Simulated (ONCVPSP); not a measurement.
Pt (Z = 78): one change to an ONCV potential, before and after

| Quantity | Value |
| --- | --- |
| Element | platinum (Pt) |
| Generator | ONCVPSP 4.0.1 |
| Type | optimised norm-conserving Vanderbilt (ONCV) |
| Functional | LDA (Perdew-Zunger) |
| Relativity | scalar-relativistic |
| Frozen core | [Kr] 4d10 4f14 |
| Valence charge | 18 |
| Reference configuration | 5s2 5p6 5d9 6s1 |
| Partial waves | 5s+6s: rc 1.80 bohr, ncon 4, nbas 8, qcut 7.2 1/bohr, 2 projectors; 5p: rc 1.60 bohr, ncon 3, nbas 7, qcut 10 1/bohr, 2 projectors, debl 0.4 Ha; 5d: rc 2.45 bohr, ncon 3, nbas 8, qcut 7 1/bohr, 2 projectors, debl 1.9 Ha |
| Local potential | polynomial inside 1.50 bohr (lpopt 5, dvloc0 0 Ha) |
| Core correction | none |

In the p channel the program set the typed energies aside and used -2.069, 0.250 Ha.

Change: s: qcut 5.9; p: qcut 8.2; d: qcut 5.8.

Cutoffs: the cutoffs (Ha) at which the residual kinetic energy of the hardest occupied pseudo-wave falls to 1 and 0.1 mHa per electron; they do not see the model core or the augmentation charge, which bear on the density cutoff. Errors are all-electron minus pseudo energies relative to the spin-unpolarised reference configuration.

Q: How do hardness, ghosts and transferability respond?

A: The potential gets softer (31 Ha and 37 Ha → 15 Ha and 26 Ha); of the 4 tests that both files solve, the error grows in 2 and shrinks in 2 by more than 15 % and 0.3 meV (median size 4.5 → 8.7 meV); neither file shows a bound ghost.

```tsv
quantity	base	changed
cutoff, loose	31 Ha	15 Ha
cutoff, tight	37 Ha	26 Ha
loose cutoff by channel	s 16 Ha, p 31 Ha, d 16 Ha	s 12 Ha, p 15 Ha, d 13 Ha
bound ghosts	none	none
GHOST(+) flags under 300 eV	none	none
error for 5s2 5p6 5d9 6s0, meV [ΔE 9.54 eV]	-3.3	-2.8
error for 5s2 5p6 5d8 6s0, meV [ΔE 29.80 eV]	-5.7	-4.1
error for 5s2 5p6 5d7 6s0, meV [ΔE 62.32 eV]	+21	+75
error for 5s2 5p6 5d10 6s0, meV [ΔE 0.05 eV]	+2.3	+13
s: phases at 1.83 bohr within 0.05 rad from the reference energy up to (Ha; the scan ends near 5)	to the end of the scan	to the end of the scan
p: phases at 1.62 bohr within 0.05 rad from the reference energy up to (Ha; the scan ends near 5)	to the end of the scan	to the end of the scan
d: phases at 2.48 bohr within 0.05 rad from the reference energy up to (Ha; the scan ends near 5)	to the end of the scan	4.7
```
